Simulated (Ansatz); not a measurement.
C₄H₁₄N₂O₂Si (`CN(C)[Si](O)(O)N(C)C`), relaxed with RKS PBE-D4/def2-SVP in Ansatz from a rough embedded geometry. The force threshold is 0.03 eV/Å; the program also tests the step.

Charge 0, multiplicity 1.

Start:

```xyz
23

C     1.134    1.312   -1.170
N    -0.128    0.561   -1.274
C    -0.001   -0.506   -2.309
Si   -1.145    0.438    0.119
O    -2.407   -0.489   -0.264
O    -1.527    1.879    0.588
N    -0.276   -0.408    1.324
C     0.599    0.321    2.244
C     0.235   -1.805    1.123
H     1.930    0.655   -0.806
H     1.439    1.595   -2.231
H     1.043    2.204   -0.621
H    -0.984   -0.948   -2.578
H     0.631   -1.335   -1.973
H     0.369   -0.104   -3.222
H    -2.919   -0.822    0.507
H    -1.826    2.460   -0.143
H     0.162    1.203    2.590
H     0.824   -0.313    3.152
H     1.593    0.497    1.747
H     0.473   -2.280    2.056
H     1.228   -1.741    0.587
H    -0.446   -2.374    0.553
```

```csv
step,energy (eV),largest force (eV/Å),largest move (Å)
1,-19301.9203,4.070,0.000
2,-19302.7394,2.143,0.174
3,-19302.9461,0.343,0.194
4,-19302.9816,0.144,0.200
5,-19302.9886,0.380,0.112
6,-19303.0074,0.074,0.091
7,-19303.0111,0.102,0.085
8,-19303.0128,0.064,0.034
9,-19303.0138,0.017,0.035
```

End:

```xyz
23

C     1.149    1.327   -1.491
N    -0.019    0.470   -1.432
C    -0.174   -0.417   -2.569
Si   -0.881    0.306    0.070
O    -2.195   -0.645   -0.372
O    -1.251    1.840    0.647
N    -0.101   -0.428    1.442
C     0.488    0.309    2.543
C     0.283   -1.825    1.377
H     2.110    0.754   -1.504
H     1.141    1.964   -2.408
H     1.174    2.008   -0.615
H    -1.089   -1.027   -2.453
H     0.696   -1.110   -2.690
H    -0.262    0.159   -3.521
H    -2.662   -0.996    0.406
H    -1.504    2.443   -0.074
H     0.140    1.358    2.527
H     0.201   -0.134    3.526
H     1.606    0.311    2.504
H     0.013   -2.364    2.317
H     1.382   -1.969    1.226
H    -0.243   -2.332    0.543
```

Run time 19 s (4 threads of an AMD EPYC 7R13 on a shared host and a share of an NVIDIA H100 80 GB); peak host memory 0.9 GiB.
